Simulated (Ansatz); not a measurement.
Geometry optimisation, Ansatz, RKS LDA/def2-SVP.

input.yaml

```yaml
crystal:
  periodic: [false, false, false]
  atoms:
    - { symbol: Si, position_ang: [0.226046, 0.052966, 0.108222] }
    - { symbol: Si, position_ang: [0.292692, -0.001332, 2.358431] }
    - { symbol: H, position_ang: [-0.997236, -0.523876, 2.96841] }
    - { symbol: H, position_ang: [1.38323, -0.908562, 2.868813] }
    - { symbol: H, position_ang: [0.51033, 1.371567, 2.940825] }
    - { symbol: H, position_ang: [1.662237, 0.039157, -0.36915] }
    - { symbol: H, position_ang: [-0.430366, 1.293355, -0.423294] }
    - { symbol: H, position_ang: [-0.42965, -1.186038, -0.447981] }
    - { symbol: O, position_ang: [-2.527487, 0.169308, 0.949431] }
    - { symbol: Si, position_ang: [-3.36045, -0.920244, -0.006306] }
    - { symbol: H, position_ang: [-2.703394, -2.279464, -0.012263] }
    - { symbol: H, position_ang: [-4.784179, -1.084632, 0.465282] }
    - { symbol: H, position_ang: [-3.340019, -0.345285, -1.391796] }
    - { symbol: H, position_ang: [-2.322053, -0.109719, 1.880076] }
basis:
  gaussian: { orbitals: def2-SVP }
hamiltonian:
  xc: lda
relax:
  f_tol: 0.03
  max_steps: 50
```

Command:

```bash
$ ansatz run input.yaml --threads 4 --pin off --max-ram 5120MiB --backend cpu --events-out ev --progress --plain --runs-dir out
```

Problem. Where does it end, and by what steps?

Solution. The forces met the threshold. After 4 steps the energy has fallen by 0.042 eV; H6 moved furthest, 0.05 Å.

```csv
step,energy less start (eV),largest force component (eV/Å),accepted
0,0.0000,0.972,yes
1,-0.0385,0.236,yes
2,-0.0399,0.079,yes
3,-0.0407,0.127,yes
4,-0.0420,0.029,yes
```

```xyz
14
Properties=species:S:1:pos:R:3
Si 0.247 0.061 0.063
Si 0.301 -0.005 2.394
H -1.004 -0.531 2.964
H 1.380 -0.918 2.914
H 0.508 1.367 2.981
H 1.680 0.048 -0.417
H -0.416 1.311 -0.438
H -0.429 -1.167 -0.491
O -2.542 0.172 0.954
Si -3.368 -0.928 0.004
H -2.724 -2.294 0.024
H -4.800 -1.081 0.454
H -3.334 -0.368 -1.387
H -2.319 -0.100 1.869
```

Whether the end is a true minimum wasn't checked by a vibrational analysis.

The run took 3.9 s on 4 threads of Intel(R) Xeon(R) CPU @ 2.80GHz (Skylake/Cascade Lake), on a shared host, peak memory 0.18 GiB.
